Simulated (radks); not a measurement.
Species: Ti18+. Configuration: [He] 2s2. Method: Dirac Kohn-Sham, exchange-only LDA, spin-unpolarised, spherical densities, finite nucleus; Fermi nuclear charge, rms radius 3.5921 fm; computed with a radial shooting solver on a logarithmic mesh with Libxc functionals.

Normalised radial functions P(r) = r R(r) (large component), r in bohr:

```
   r/bohr * 2p3/2 (the largest magnitude, 1.96, reaches the edge; | marks zero)
 0.006584 *
 0.007978 |*
 0.009666 |*
  0.01181 |*
  0.01431 | *
  0.01733 |  *
    0.021 |   *
  0.02545 |    *
  0.03083 |       *
  0.03736 |         *
  0.04527 |             *
  0.05485 |                  *
  0.06646 |                       *
  0.08053 |                             *
  0.09758 |                                    *
   0.1182 |                                           *
   0.1433 |                                                 *
   0.1736 |                                                     *
   0.2103 |                                                      *
   0.2569 |                                                  *
   0.3113 |                                           *
   0.3771 |                                 *
    0.457 |                     *
   0.5537 |            *
   0.6709 |     *
   0.8129 | *
    0.985 |*
```

2p3/2 (empty): eigenvalue -1252.2 eV, 0 radial nodes, <r> = 0.250 bohr, 90 % of the charge inside 0.402 bohr.
